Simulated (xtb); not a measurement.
Br₄Zr, charge +1, doublet, at a GFN2-xTB geometry (such geometries of metal compounds can be far from the true shape) (the multiplicity is a formal guess); GFN2-xTB with GBSA(water) run with xtb.

Here is a job for xtb.
```
$ xtb mol.xyz --gfn 2 --chrg 1 --uhf 1 --gbsa water --json

# file mol.xyz
5

Zr     0.00000000    -0.00000000    -0.00000000
Br     1.96941615    -0.53661338    -1.44818939
Br     0.75877208     0.28556007     2.36781055
Br    -1.06752936     2.11935833    -0.79530354
Br    -1.66065887    -1.86830502    -0.12431762
```

The log (banner, timings and long lists left out):

```
   ID    Z sym.   atoms
    1   40 Zr     1
    2   35 Br     2-5

           -------------------------------------------------
          |                Calculation Setup                |
           -------------------------------------------------

           -------------------------------------------------
          |                 G F N 2 - x T B                 |
           -------------------------------------------------

      * Solvation model:               GBSA
        Solvent                        water
        Parameter file                 internal GFN2-xTB/GBSA
        Dielectric constant                8.0200E+01
        Reference state                gsolv [1 M gas/solution]
        Free energy shift                  1.8574E-03 Eh       1.1656E+00 kcal/mol
        Temperature                        2.9815E+02 K
        Density                            1.0000E+00 kg/L
        Solvent mass                       1.8000E+01 g/mol
        Interaction kernel             Still
        Born radius scaling (c1)           1.5524E+00
        Born radii integrator          GBOBC
        Born offset                        2.4628E-02 a0       4.6540E-02 AA
        H-bond correction              true
        Ion screening                  false
        Surface tension                    1.0000E-05 Eh       1.5569E+01 dyn/cm
        Grid points                               230 per atom

          ...................................................
          :                      SETUP                      :
          :.................................................:
          :  # basis functions                  50          :
          :  # atomic orbitals                  45          :
          :  # shells                           15          :
          :  # electrons                        31          :
          :  max. iterations                   250          :
          :  Hamiltonian                  GFN2-xTB          :
          :  restarted?                      false          :
          :  GBSA solvation                   true          :
          :  PC potential                    false          :
          :  electronic temp.          300.0000000     K    :
          :  accuracy                    1.0000000          :
          :  -> integral cutoff          0.2500000E+02      :
          :  -> integral neglect         0.1000000E-07      :
          :  -> SCF convergence          0.1000000E-05 Eh   :
          :  -> wf. convergence          0.1000000E-03 e    :
          :  Broyden damping             0.4000000          :
          :  net charge                          1          :
          :  unpaired electrons                  1          :
          ...................................................

 iter      E             dE          RMSdq      gap      omega  full diag
   1    -17.8094555 -0.178095E+02  0.650E+00    2.23       0.0  T
   2    -17.8263210 -0.168655E-01  0.498E+00    3.04       1.0  T
   3    -17.8271508 -0.829762E-03  0.162E+00    2.58       1.0  T
   4    -17.8285759 -0.142514E-02  0.445E-01    2.68       1.0  T
   5    -17.8281323  0.443666E-03  0.634E-01    2.69       1.0  T
   6    -17.8286325 -0.500245E-03  0.325E-01    2.79       1.0  T
   7    -17.8286110  0.214801E-04  0.341E-01    2.77       1.0  T
   8    -17.8288061 -0.195069E-03  0.926E-02    2.74       1.0  T
   9    -17.8288134 -0.728772E-05  0.584E-02    2.73       1.0  T
  10    -17.8288175 -0.412809E-05  0.358E-02    2.73       1.2  T
  11    -17.8288189 -0.138485E-05  0.195E-02    2.73       2.3  T
  12    -17.8288195 -0.562275E-06  0.245E-03    2.72      18.2  T
  13    -17.8288195 -0.861573E-08  0.501E-04    2.72      89.3  T
  14    -17.8288195 -0.251038E-09  0.272E-04    2.72     164.2  T

   *** convergence criteria satisfied after 14 iterations ***

         :::::::::::::::::::::::::::::::::::::::::::::::::::::
         ::                     SUMMARY                     ::
[...]
         :: total energy             -17.786000815107 Eh    ::
[...]
         5        2.0000           -0.5867083             -15.9651
         6        2.0000           -0.5076043             -13.8126
         7        2.0000           -0.5076042             -13.8126
         8        2.0000           -0.5076041             -13.8126
         9        1.9934           -0.4894264             -13.3180
        10        1.9934           -0.4894264             -13.3180
        11        1.9934           -0.4894264             -13.3180
        12        1.9883           -0.4888871             -13.3033
        13        1.9883           -0.4888871             -13.3033
        14        1.6811           -0.4853905             -13.2081
        15        1.6811           -0.4853905             -13.2081
        16        1.6811           -0.4853904             -13.2081 (HOMO)
        17                         -0.3852861             -10.4842 (LUMO)
        18                         -0.3852861             -10.4842
        19                         -0.3708978             -10.0926
        20                         -0.3708978             -10.0926
        21                         -0.3708978             -10.0926
        22                         -0.0813868              -2.2146
        23                         -0.0228133              -0.6208
        24                         -0.0228132              -0.6208
        25                         -0.0228132              -0.6208
        26                         -0.0188295              -0.5124
        27                         -0.0188294              -0.5124
       ...                                ...                  ...
        45                          1.4407074              39.2036
      -------------------------------------------------------------
                  HL-Gap            0.1001043 Eh            2.7240 eV
             Fermi-level           -0.4600039 Eh          -12.5173 eV

     #   Z          covCN         q      C6AA      α(0)
     1  40 Zr       3.031     1.241    98.538    23.886
     2  35 Br       0.758    -0.060   186.082    21.992
     3  35 Br       0.758    -0.060   186.082    21.992
     4  35 Br       0.758    -0.060   186.082    21.992
     5  35 Br       0.758    -0.060   186.082    21.992

 Mol. C6AA /au·bohr⁶  :       4065.327924
 Mol. C8AA /au·bohr⁸  :     305905.521426
 Mol. α(0) /au        :        111.855163

Wiberg/Mayer (AO) data.
largest (>0.10) Wiberg bond orders for each atom

 ---------------------------------------------------------------------------
     #   Z sym  total        # sym  WBO       # sym  WBO       # sym  WBO
 ---------------------------------------------------------------------------
     1  40 Zr   4.071 --     2 Br   1.018     5 Br   1.018     3 Br   1.018
                             4 Br   1.018
     2  35 Br   1.206 --     1 Zr   1.018
     3  35 Br   1.206 --     1 Zr   1.018
     4  35 Br   1.206 --     1 Zr   1.018
     5  35 Br   1.206 --     1 Zr   1.018
 ---------------------------------------------------------------------------

Topologies differ in total number of bonds
Writing topology from bond orders to xtbtopo.mol

molecular dipole:
                 x           y           z       tot (Debye)
 q only:        0.000      -0.000      -0.000
   full:        0.000      -0.000      -0.000       0.000
molecular quadrupole (traceless):
                xx          xy          yy          xz          yz          zz
 q only:        0.000       0.000      -0.000      -0.000       0.000      -0.000
  q+dip:        0.000       0.000       0.000      -0.000       0.000      -0.000
   full:        0.000       0.000       0.000      -0.000       0.000      -0.000

           -------------------------------------------------
          | TOTAL ENERGY              -17.786000815107 Eh   |
          | GRADIENT NORM               0.003545782262 Eh/α |
          | HOMO-LUMO GAP               2.723977622798 eV   |
           -------------------------------------------------

normal termination of xtb
```
